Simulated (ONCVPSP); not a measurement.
**An all-electron radial function and its pseudo partner (N)**

Columns: radius, all-electron u(r) and pseudo u(r) of the 2s shell (level -68.13 eV) of nitrogen in the configuration [He] 2s2; PBE, scalar-relativistic, ONCV scheme, ONCVPSP 4.0.1.

```csv
r (bohr),all-electron,pseudo
0.040,-0.2927,0.0285
0.080,-0.4305,0.0584
0.120,-0.4635,0.0910
0.160,-0.4267,0.1272
0.200,-0.3448,0.1679
0.240,-0.2356,0.2136
0.280,-0.1114,0.2646
0.320,0.0183,0.3204
0.360,0.1475,0.3805
0.400,0.2717,0.4440
0.440,0.3883,0.5097
0.480,0.4950,0.5762
0.520,0.5913,0.6422
0.560,0.6767,0.7062
0.600,0.7515,0.7666
0.640,0.8154,0.8221
0.680,0.8691,0.8713
0.720,0.9126,0.9131
0.760,0.9468,0.9468
0.800,0.9723,0.9722
0.840,0.9896,0.9895
0.880,0.9996,0.9996
0.920,1.0031,1.0030
0.960,1.0006,1.0006
1.000,0.9930,0.9930
1.040,0.9809,0.9808
```

**Question.** How many radial nodes do the two functions have?

**Answer.** The all-electron 2s function has n − l − 1 = 1; the pseudo-wave has 0, since the states of the same l below it are removed with the core.

**Question.** At about which radius was the pseudo-wave matched?

**Answer.** 0.80 bohr, where the columns begin to agree (steps of 0.04 bohr).

**Question.** Is the pseudo-wave norm-conserving?

**Answer.** Yes: the ONCV scheme keeps the norm inside the radius equal to the all-electron one, which fixes the energy derivative of the logarithmic derivative at the level.
